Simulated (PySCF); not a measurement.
An unknown shows these calculated signals:

1H NMR (400 MHz, computed): δ 9.46 (s, 1H), 5.06 (t, 2H), 4.34 (q, 2H), 1.98 (t, 2H), 1.33 (t, 3H).

13C{1H} NMR (computed): δ 181.0 (CH), 107.5 (C), 89.4 (C), 64.5 (CH2), 20.5 (CH3), 10.3 (CH2).

PySCF 2.14.0 with density-fitted response routines calculation with geometry from GFN2-xTB and shieldings: GIAO PBE0/pcSseg-1; single conformer, one averaged value for each set of equivalent atoms, in vacuum, no relativistic terms.

δ = σ(ref) − σ, references computed at the same level: TMS for 1H (σ = 31.72 ppm) and 13C (σ = 186.93 ppm).

Q: Which of these does the molecule contain: a three-membered ring, an OH group, a heteroaromatic ring, a Si–H bond, an aldehyde, a C≡C triple bond?

A: 
- A three-membered ring: no.
- An OH group: no.
- A heteroaromatic ring: no.
- A Si–H bond: yes (δH 5.06 (t)).
- An aldehyde: yes (δC 181.0; δH 9.46 (s)).
- A C≡C triple bond: yes (δC 107.5, 89.4).

The data belong to `[SiH2](OCC)CC#CC=O`, C6H10O2Si; they needn't prove each group on their own.

Carbon signals by region: 1 in the far downfield region (above 160 ppm), 1 in the sp2 and nitrile region (100–160 ppm), 2 at 50–100 ppm, 2 below 50 ppm. Above 160 ppm: 181.0, aldehyde carbonyl carbon.

Shifts are as computed. Against solution values, carbons near 30 ppm lie about +3 ppm off and those near 130 ppm about +5 ppm. Of 1211 compounds with measured shifts, 218 miss one by over three times the rms of a fit or turn the order of signals round; such compounds aren't used in these exercises. Multiplicities follow the n + 1 count of equivalent neighbours, as no J values were calculated; m marks all less simple cases, F and P coupling included.
